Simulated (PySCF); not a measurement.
Electron correlation in Fe⁺ (iron, charge +1)

[Ar] 3d5 4s2, high-spin 6S determinant (an excited configuration). Computed with PySCF 2.14 in x2c-QZVPPall (11s7p5d4f2g, 103 functions), with the spin-free X2C one-electron Hamiltonian (Gaussian nucleus). Frozen: [Ar]; 7 electrons correlated.

MP2 pair energies summed by pair of shells (mhartree):

```json
{"pair": "3d-3d", "energy": "-70.62", "share (%)": "55.1"}
{"pair": "3d-4s", "energy": "-31.94", "share (%)": "24.9"}
{"pair": "4s-4s", "energy": "-25.55", "share (%)": "19.9"}
```

Total MP2 correlation energy: -128.10 mhartree.

Same-spin part -84.52 and opposite-spin part -43.58 mhartree; SCS-MP2 scales them by 1/3 and 6/5 to -80.47 mhartree.
